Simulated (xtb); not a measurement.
CH2 (SMILES [CH2]), singlet, geometry from GFN2-xTB. Base run: xtb with GFN2-xTB.

Here is a job for xtb.
```
$ xtb mol.xyz --gfn 2 --json

# file mol.xyz
3

C      0.00106484     0.16389984     0.01623868
H     -0.88481843    -0.48695954    -0.03874538
H      0.87842936    -0.49643949    -0.05868670
```

Each row names what was changed in the base input (with any setting that the change needs).

```json
[
 {"change": "base", "ΔE vs base (kcal/mol)": "0.000", "HOMO-LUMO gap (eV)": "0.95", "dipole (D)": "1.76", "SCF cycles": "9"},
 {"change": "etemp = 3000", "ΔE vs base (kcal/mol)": "-3.28", "HOMO-LUMO gap (eV)": "1.02", "dipole (D)": "1.57", "SCF cycles": "10"},
 {"change": "gbsa = thf", "ΔE vs base (kcal/mol)": "-2.14", "HOMO-LUMO gap (eV)": "0.95", "dipole (D)": "1.80", "SCF cycles": "10"},
 {"change": "acc = 30", "ΔE vs base (kcal/mol)": "0.000", "HOMO-LUMO gap (eV)": "0.95", "dipole (D)": "1.76", "SCF cycles": "8"},
 {"change": "etemp = 1000", "ΔE vs base (kcal/mol)": "-0.031", "HOMO-LUMO gap (eV)": "0.96", "dipole (D)": "1.76", "SCF cycles": "10"}
]
```

ALPB and GBSA are two models with their own fitted parameters for each solvent, which aren't always the measured dielectric constant.
